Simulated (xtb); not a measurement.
xtb input:

```bash
xtb mol.xyz --gfn 1 --opt tight --chrg 0 --uhf 0
```
mol.xyz:
```
6

Ta     0.01867734     0.00040845     0.00123269
H     -0.87375199    -0.63701980     1.37772159
H     -0.86491936     1.41459146     0.56409135
H     -0.72092265    -1.44927207    -0.66875596
H     -0.71209002     0.60233918    -1.48238620
H      1.80823832     0.03954417     0.11934263
```

Q: What final total energy does it print?

A: -4.61433 Eh (GFN1-xTB).
